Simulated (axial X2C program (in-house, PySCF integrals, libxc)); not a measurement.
# Levels of Ga₂⁺ by electron attachment to Ga₂²⁺ (EOM-EA-CCSD)

Calculated with an in-house all-electron X2C program for linear molecules (integrals from PySCF): two-component X2C with atomic mean-field Coulomb and Gaunt terms, Gaussian nuclei, basis Ga dyall-acv3z with contracted cores.

R = 3.145 Å (0.960 times 3.276 Å, the PBE0 minimum at charge 1 for the lowest determinant).

Levels of Ga₂⁺ obtained by attaching an electron to Ga₂²⁺:

```csv
Ω,binding energy (eV),above lowest (cm⁻¹),attached spinor,one-particle weight
1/2,11.299,0,90% Ga pσ,0.95
1/2,10.665,5111,90% Ga pπ,0.95
3/2,10.606,5586,90% Ga pπ,0.95
1/2,9.166,17205,82% Ga pπ,0.93
3/2,9.093,17789,82% Ga pπ,0.93
1/2,7.646,29459,"72% Ga pσ, 18% Ga dσ",0.87
```

Problem. Take the first Ω = 1/2 and Ω = 3/2 rows of π character: how far apart are they, and which lies lower?

Solution. E(3/2) − E(1/2) = 5586 − 5111 = 475 cm⁻¹ at EOM-EA-CCSD: regular, Ω = 1/2 lower. Splittings at this level can be off by ten to twenty per cent.

This point took 8.9 s on 1 thread of Intel(R) Xeon(R) Processor @ 2.30GHz, with other jobs on the host.

Reference electrons by ω block (each with its −ω partner): 1/2: 20, 3/2: 8, 5/2: 2. 4 electrons of Ga₂²⁺ correlated (inner shells frozen), 92 natural virtual spinors (a truncated set); levels can be off by some tenths of an eV. Roots sought by Ω: (1/2: 5, 3/2: 4, 5/2: 2, 7/2: 1); rows need 60 % one-particle weight and stop where some Ω has no more roots. Missing are any skipped roots, higher Ω and states of a further excitation; these come out far too high here and may in truth be low or lowest. T1 of the reference 0.004 (Lee–Taylor). The reference was not checked to be the lowest state of its species. Number of frozen shells: Ga 3 s, 2 p, 1 d. g and u states are not told apart.
